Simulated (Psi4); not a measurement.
Psi4 input (wB97X-D/6-31G*):

```
memory 1500 MB

molecule {
0 3
O     1.36185604   -0.14860171   -0.35687594
S     0.16703457   -0.00768004    0.40478800
F    -0.63440715    1.23198408   -0.22845242
F    -0.87308190   -1.08624028   -0.17394763
symmetry c1
no_reorient
no_com
}

set {
  basis 6-31G*
  reference uks
  scf_type pk
  dft_radial_points 99
  dft_spherical_points 590
  e_convergence 1e-8
  d_convergence 1e-7
  maxiter 150
}

e = energy('wb97x-d')
print_out(f'\nFINAL {e:.10f} DIPOLE {variable("CURRENT DIPOLE")[0]:.6f} {variable("CURRENT DIPOLE")[1]:.6f} {variable("CURRENT DIPOLE")[2]:.6f}\n')
```

From the last part of the output:

```

    Beta Virtual:

      21A     -0.170757    22A      0.083680    23A      0.103078
      24A      0.168324    25A      0.342081    26A      0.392835
      27A      0.406780    28A      0.468239    29A      0.700695
      30A      0.744659    31A      0.781591    32A      0.869691
      33A      0.941710    34A      1.039461    35A      1.040581
      36A      1.197386    37A      1.236044    38A      1.243656
      39A      1.262935    40A      1.322663    41A      1.396216
      42A      1.415980    43A      1.426146    44A      1.606316
      45A      1.817799    46A      1.848399    47A      1.851083
      48A      1.875817    49A      1.891894    50A      1.897078
      51A      1.933020    52A      1.945408    53A      1.968270
      54A      2.018342    55A      2.107779    56A      2.223498
      57A      2.250286    58A      2.611855    59A      2.831991
      60A      2.889977    61A      3.717096    62A      3.938395
      63A      4.071706    64A      4.488259

    Final Occupation by Irrep:
              A
    DOCC [    20 ]
    SOCC [     2 ]
    NA   [    22 ]
    NB   [    20 ]

  @UKS Final Energy:  -672.74202796057091

   => Energetics <=

    Nuclear Repulsion Energy =            192.1884214368216419
    One-Electron Energy =               -1312.8345249204057836
    Two-Electron Energy =                 487.6372665092192165
    DFT Exchange-Correlation Energy =     -39.7329304295706365
    Empirical Dispersion Energy =          -0.0002605566354650
    VV10 Nonlocal Energy =                  0.0000000000000000
    Total Energy =                       -672.7420279605709084

  UHF NO Occupations:
  HONO-2 :   20  A 1.9963812
  HONO-1 :   21  A 1.0000000
  HONO-0 :   22  A 1.0000000
  LUNO+0 :   23  A 0.0036188
  LUNO+1 :   24  A 0.0006987
  LUNO+2 :   25  A 0.0004485
  LUNO+3 :   26  A 0.0002677

Computation Completed

Properties will be evaluated at   0.000000,   0.000000,   0.000000 [a0]

Properties computed using the SCF density matrix

 Multipole Moments:

 ------------------------------------------------------------------------------------
     Multipole            Electronic (a.u.)      Nuclear  (a.u.)        Total (a.u.)
 ------------------------------------------------------------------------------------

 L = 1.  Multiply by 2.5417464519 to convert [e a0] to [Debye]
 Dipole X            :         -0.1712634           -0.0000000           -0.1712635
 Dipole Y            :          0.0286547           -0.0000002            0.0286545
 Dipole Z            :          0.4687904            0.0000001            0.4687905
 Magnitude           :                                                    0.4999168

 ------------------------------------------------------------------------------------

FINAL -672.7420279606 DIPOLE -0.171263 0.028655 0.468790

*** Psi4 exiting successfully. Buy a developer a beer!
```
